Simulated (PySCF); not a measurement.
Question: Write a Z-matrix for `S=C/C=C\C=C/Br` as optimised with BHandHLYP/cc-pVDZ.

Answer: 
Z-matrix in Å and degrees, rows numbered from 1:
```
S 
C   1  1.6270
C   2  1.4411  1  124.58
C   3  1.3496  2  125.83  1   179.98
C   4  1.4449  3  126.65  2    -0.01
C   5  1.3335  4  126.10  3  -179.98
Br  6  1.8838  5  125.31  4     0.00
H   2  1.0899  1  118.65  3  -179.98
H   3  1.0847  2  115.54  1    -0.01
H   4  1.0849  3  117.53  2  -180.00
H   5  1.0851  4  118.75  3     0.02
H   6  1.0816  5  122.33  4  -180.00
```

The C–C distances run from 1.333 Å (C5=C6, drawn double) to 1.445 Å (C4–C5, drawn single), a spread of 0.112 Å. Of the pairs four or more bonds apart, H8···H11 is among the closest relative to their van der Waals radii: 2.10 Å, 88 % of the sum of Bondi's values. The 7 heavy atoms lie in one plane (0.000 Å rms).

Method: BHandHLYP/cc-pVDZ geometry optimisation, gas phase in PySCF.

Point group: Cs (tolerance 0.08 Å). Not checked by BHandHLYP/cc-pVDZ frequencies. The numbers are those of one conformer (S1–C2–C3–C4 180°, C3–C4–C5–C6 180°).
